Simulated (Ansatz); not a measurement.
Correlation energies of `[SiH3]C[SiH]1CO1` by basis set

Cartesian coordinates in Å:
```
Si -2.001 0.487 0.028
C -0.619 -0.550 0.764
Si 0.854 -0.711 -0.343
C 2.177 0.513 -0.420
O 2.369 -0.747 0.334
H -2.336 -0.002 -1.337
H -3.223 0.408 0.870
H -1.569 1.905 -0.070
H -0.299 -0.098 1.707
H -1.009 -1.549 0.986
H 0.620 -1.644 -1.468
H 2.188 1.390 0.224
H 2.847 0.598 -1.274
```

Charge 0, multiplicity 1. The structure was optimised at the PBE0-D4/def2-TZVP level. It is one conformer, not always the lowest. Frozen core, restricted reference, Ansatz. CBS rows extrapolate triple and quadruple zeta; past MP2 they add the triple-zeta difference.

| basis | HF (Eh) | MP2 corr. | CCSD corr. | (T) | CCSD(T) total |
| --- | --- | --- | --- | --- | --- |
| def2-TZVPP | ? | ? | ? | ? | ? |
| def2-QZVPP | -733.22014 | -0.88519 | – | – | – |
| CBS(def2) | -733.22369 | -0.92864 | -0.98065 | as TZ | -734.23986 |

(1) Fill in the withheld values. (Best estimate.)

Results:

(1) Ansatz gave: def2-TZVPP HF (Eh): -733.19433; def2-TZVPP MP2 corr.: -0.82654; def2-TZVPP CCSD corr.: -0.87855; def2-TZVPP (T): -0.03552; def2-TZVPP CCSD(T) total: -734.10840.
